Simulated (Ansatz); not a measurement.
ClH$_{3}$SSi$_{2}$ (`Cl[SiH]1[SiH2]S1`), charge 0, multiplicity 1.

Problem. Give a relaxed structure at PBE0-D4/def2-TZVP (Ansatz). (An estimate is asked.)

Solution. The calculation gave: 
```xyz
7

Cl    2.3316   -1.2477   -0.6785
Si    0.3295   -0.9414   -0.3851
Si   -0.4904    1.0602    0.1884
S    -0.2967   -0.5593    1.6135
H    -0.3989   -2.0135   -1.0916
H     0.4073    2.2119    0.4356
H    -1.8825    1.4898   -0.0824
```
